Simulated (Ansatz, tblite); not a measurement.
Isomers of Hf3Si2 (singlet), found by a short tight-binding search and relaxed with PBE-D4/def2-SVP in Ansatz.

In the def2 sets Hf takes a core potential; there is no spin–orbit coupling. The xTB rows come from tblite.

Run but left out: HF/def2-TZVP, MP2/def2-TZVP, CCSD/def2-TZVP, CCSD(T)/def2-TZVP (A: restricted singlet, unstable towards broken spin symmetry); BHLYP-D4/def2-TZVP (A: restricted singlet, unstable in another Hartree–Fock run and untested here).

A further structure is left out (at the level of its geometry, restricted singlet, unstable towards broken spin symmetry at other levels and untested here); at PBE0-D4/def2-TZVP its energy lies 1.44 eV below the lowest shown.

A: The restricted singlet is unstable towards broken spin symmetry in Hartree–Fock (as tested in another run); at PBE-D4/def2-TZVP, r2SCAN-D4/def2-TZVP, PBE0-D4/def2-TZVP, CAM-B3LYP-D4/def2-TZVP this wasn't settled. B: The restricted singlet is unstable towards broken spin symmetry in Hartree–Fock (as tested in another run); at PBE-D4/def2-TZVP, r2SCAN-D4/def2-TZVP, PBE0-D4/def2-TZVP, CAM-B3LYP-D4/def2-TZVP this wasn't settled.

Other spin states weren't relaxed.

A:

```xyz
5

Hf    1.438    1.288    0.736
Hf    0.347    1.034   -1.755
Hf    0.853   -1.257   -0.246
Si   -1.128    0.563    0.437
Si   -1.510   -1.628    0.828
```

B:

```xyz
5

Hf   -0.4881    0.0018    1.5721
Hf    2.1017    0.2661    0.5840
Hf    0.3681   -1.3347   -0.8914
Si   -0.0217    1.2266   -0.6694
Si   -1.9600   -0.1597   -0.5953
```

Problem. Estimate their order by electronic energy at PBE0-D4/def2-TZVP, counted from the lowest.

Solution. B (0.00) < A (0.74), in eV.

Problem. Do the other levels pick the same lowest one?

Solution. All that were run do. Energies above each level's lowest (eV):

```json
{"level": "GFN2-xTB", "A": "0.55", "B": "0.00"}
{"level": "PBE-D4/def2-TZVP", "A": "0.62", "B": "0.00"}
{"level": "r2SCAN-D4/def2-TZVP", "A": "0.77", "B": "0.00"}
{"level": "PBE0-D4/def2-TZVP", "A": "0.74", "B": "0.00"}
{"level": "CAM-B3LYP-D4/def2-TZVP", "A": "0.56", "B": "0.00"}
```
Point groups (tolerance 0.1 Å): A Cs, B Cs. Lower isomers may exist.
